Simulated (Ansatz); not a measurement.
```yaml
atoms:
  - { symbol: O, position_ang: [0.0000, 0.0000, 0.6770] }
  - { symbol: F, position_ang: [0.0000, 0.0000, -0.6770] }
```

Basis set: cc-pVDZ (spherical functions). Frozen core: 2 orbitals. Correlation on ROHF uses semicanonical orbitals with singles. Charge 0, multiplicity 2.

Computed with Ansatz (development build ahead of 0.2.0); the reference of a correlated method needn't be the lowest determinant of its kind.

Question: Give the atomization energy at this shape (free ground-state atoms in the same class of orbitals less the molecule, no zero-point energy) of doublet OF by ROHF-CCSD(T), ROHF-CCSD.

Answer:

```json
{"method": "ROHF-CCSD(T)", "atomization energy": "159.2 kJ/mol"}
{"method": "ROHF-CCSD", "atomization energy": "142.0 kJ/mol"}
```

Caution: the reference determinant was not shown to be the lowest.
